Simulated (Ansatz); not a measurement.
Basis-set extrapolation for CH₈AlBOSi (PBE0-D4/def2-TZVP geometry, frozen core, the Gaussian-basis code of Ansatz). Multiplicity 1, RHF reference.

```csv
,def2-TZVPP,def2-QZVPP
HF,-673.061374,-673.084795
MP2 correlation,-0.728099,-0.780509
CCSD(T) correlation,-0.810912,not run
```

Energies in hartree. Use E(X) = E(∞) + A·exp(−7.88·√X) for Hartree–Fock and E(X) = E(∞) + B·X^(−2.97) for correlation, with X = 3 and 4, and add CCSD(T) minus MP2 of the smaller set to the MP2 limit.

Question: What is the CCSD(T) energy at the basis-set limit?

Answer: HF limit: -673.084795 + (-0.023421) × 0.13774 = -673.08802. MP2 limit: -0.780509 + (-0.052410) × 0.74074 = -0.81933. Higher-order term: -0.810912 − (-0.728099) = -0.08281. Total: -673.99016 hartree, 309.5 kJ/mol below CCSD(T)/def2-TZVPP.
